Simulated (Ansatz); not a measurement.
System: C$_{2}$HF$_{3}$O$_{2}$ (charge 0, singlet). SMILES: O=C(O)C(F)(F)F
Coordinates optimised at B3LYP-D3(BJ)/def2-TZVP (Ansatz, an electronic-structure program):
```xyz
8

O      1.5738    -0.8797     0.3925
C      0.9301     0.2182    -0.0117
O      1.4257     1.2579    -0.3227
C     -0.5979    -0.0420    -0.0249
F     -1.0263    -0.3704     1.2030
F     -1.2494     1.0441    -0.4257
F     -0.8926    -1.0508    -0.8583
H      2.5259    -0.6890     0.3912
```
Charge 0, spin multiplicity 1.

Computed values are from Ansatz. Valence correlation only, unless marked. UHF or UKS for open shells. Spin-orbit coupling is left out. No relativistic terms. CBS marks a two-point X^-3 extrapolation of the correlation energy; Hartree-Fock from the larger set. [CCSD(T)-MP2]/basis is that difference in the basis named.

### Question
What is the total energy at RI-MP2/CBS(cc-pVTZ,cc-pVQZ)+[CCSD(T)-MP2]/cc-pVTZ?

### Answer
-526.4171 Eh.

### Question
What is the T1 diagnostic at CCSD/cc-pVTZ?

### Answer
0.014.

### Question
What is the atomisation energy De at RI-MP2/CBS(cc-pVTZ,cc-pVQZ)+[CCSD(T)-MP2]/cc-pVTZ?

### Answer
3486.6 kJ/mol.

### Question
What is the dipole moment at CCSD(T)/aug-cc-pVDZ?

### Answer
2.17 D.
